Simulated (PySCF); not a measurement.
Work out the structure from these simulated measurements.

Formula: C8H6O2.

| Quantity | Value |
| --- | --- |
| Dipole | 0.00 D [PBE0/pcSseg-1] |
| 13C NMR | chemical shifts (computed TMS as zero) by class: 153.7 (2 C), 146.0 (2 C), 118.6 (2 C), 112.3 (2 C) ppm [GIAO PBE0/pcSseg-1] |
| Rotational structure | rotational constants A, B, C: 4.669, 0.886, 0.745 GHz [GFN2-xTB] |
| NMR, other nuclei | isotropic shieldings of nuclei other than C and H, by class: 51 (2 O) ppm [GIAO PBE0/pcSseg-1] |
| 1H NMR | chemical shifts (computed TMS as zero) by class: 7.50 (2 H), 6.99 (2 H), 6.74 (2 H) ppm [GIAO PBE0/pcSseg-1] |

The electronic properties come from PySCF, for the isolated species, density fitting. Levels stand in brackets. One conformer (not necessarily the lowest) at the GFN2-xTB geometry, without solvent, vibrations or thermal averaging. NMR classes are plain means over equivalent atoms (diastereotopic ones count apart unless rotation or inversion swaps them), as if these changed places fast.

Task: Give a SMILES that accounts for the data.

Result: Numbering: `[cH:1]1[cH:2][o:3][c:4](-[c:5]2[cH:6][cH:7][cH:8][o:9]2)[cH:10]1`. Its formula, C8H6O2, gives 6 degrees of unsaturation: 2 rings and 4 π bonds in the structure found (Kekulé form). 8 carbons fall into 4 classes; from least to most shielded: substituted aromatic carbon [C4/C5] (153.7 ppm, 2 C), aromatic CH next to a ring oxygen [C2/C8] (146.0 ppm, 2 C), aromatic CH carbon [C1/C7] (118.6 ppm, 2 C), aromatic CH carbon [C6/C10] (112.3 ppm, 2 C). Hydrogen classes from least to most shielded: 2 H on 2 like atoms (aromatic CH next to a ring oxygen), C2/C8 (7.50 ppm), 2 H on 2 aromatic CH carbons, C6/C10 (6.99 ppm), 2 H on 2 aromatic CH carbons, C1/C7 (6.74 ppm). The other shieldings belong to: 51 ppm, furan-type oxygen [O3/O9]. The vanishing dipole is forced by symmetry. The optimised geometry has point group C2h and is an asymmetric top. Structure: `c1coc(-c2ccco2)c1`. Computed isomers that give other values at the same levels: `C=CC1=CC=CC(=O)C1=O` (13C chemical shifts (computed TMS as zero) by class: 185.0 (1 C), 184.5 (1 C), 145.9 (1 C), 142.4 (1 C), 140.4 (1 C), 140.2 (1 C), 138.7 (1 C), 133.3 (1 C) ppm); `C#C/C=C/C#CC(=O)OC` (13C chemical shifts (computed TMS as zero) by class: 161.2 (1 C), 139.1 (1 C), 130.0 (1 C), 101.7 (1 C), 98.4 (1 C), 89.4 (1 C), 86.8 (1 C), 53.8 (1 C) ppm); `C#Cc1ccc(=O)oc1C` (13C chemical shifts (computed TMS as zero) by class: 179.9 (1 C), 163.0 (1 C), 153.2 (1 C), 119.5 (1 C), 103.6 (1 C), 92.3 (1 C), 83.3 (1 C), 22.7 (1 C) ppm). The assignments are read from this structure; whether some other isomer fits the data as well wasn't checked.

The values belong to the conformer `[cH:1]1[cH:2][o:3][c:4](-[c:5]2[cH:6][cH:7][cH:8][o:9]2)[cH:10]1`: O3–C4–C5–C6 0°.
